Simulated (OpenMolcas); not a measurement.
# Kr VI: the spin-orbit constant, worked from levels

| Property | Result |
| --- | --- |
| Program | OpenMolcas 26.06 |
| Basis | ANO-RCC-VTZP [6s5p3d1f] |
| Scalar Hamiltonian | DKH2, point nucleus |
| Active space | 3 electrons in 9 orbitals (RAS2 4s 4p; RAS3 4d, at most 2 electrons) |
| State averaging | 2S+1 = 4 odd, 1 root; 2S+1 = 2 odd, 11 roots; 2S+1 = 4 even, 3 roots; 2S+1 = 2 even, 9 roots |
| Spin-orbit coupling | state interaction with AMFI integrals over the reference wave functions, term energies averaged over their components |

Methods: RASSCF; MS-RASPT2, IPEA 0.25 Eh, imaginary shift 0.1 Eh (closed shells correlated: 3d). Measured levels: Saloman, J. Phys. Chem. Ref. Data 36, 215 (2007).

**The spin-orbit constant.** For the Hund term 2P* of p1, E(J) = (A/2) J(J+1) + constant and ζ = 2S·A = A. From J = 1/2 to J = 3/2 the energy changes by 1.5 A.

```tsv
Source	E(3/2) - E(1/2)	A	ζ
RASSCF	7333.8	4889.2	4889
MS-RASPT2	7345.9	4897.3	4897
measured	8110.0	5406.7	5407
```

All in cm-1. MS-RASPT2 is off by -9.4 % and RASSCF by -9.6 %. Both methods take the spin-orbit matrix elements from the reference wave functions, so the second can move ζ only through the term energies and any multistate remixing.

Active for correlation alone: 4d; no level in the range computed is led by a configuration that fills it, so any true level of that kind is missing. Measured partners are found by configuration, term and J. A level has none where our copy of the source lacks it or the pairing is in doubt (some pairs that miss far off the trend of their configuration count as doubtful), and it then counts in no deviation. Only configurations of the active space appear.

* marks odd parity.
